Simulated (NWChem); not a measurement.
Molecule: ZrHF3; SMILES [F][ZrH]([F])[F]

```xyz
5

Zr     0.0000     0.0000    -0.1284
F      1.8124     0.0588     0.4101
F     -0.8553    -1.5990     0.4101
F     -0.9572     1.5402     0.4101
H      0.0000     0.0000    -1.9744
```
Atoms are numbered in this order, from 1.

Structure relaxed at the PBE0/def2-SVP level. Not confirmed as a minimum by frequencies. def2 effective core potentials on Zr; no spin-orbit coupling.

List the 4 lowest vertical singlet excitations from CAM-B3LYP/def2-SVPD with def2 effective core potentials on Zr, TDA (NWChem).


```tsv
state	energy (eV)	oscillator strength	leading excitation (squared amplitude)
S1	5.53	0.022	HOMO → LUMO (0.97)
S2	5.53	0.022	HOMO → LUMO+1 (0.97)
S3	7.13	0.027	HOMO → LUMO+4 (0.80)
S4	7.13	0.027	HOMO → LUMO+5 (0.80)
```
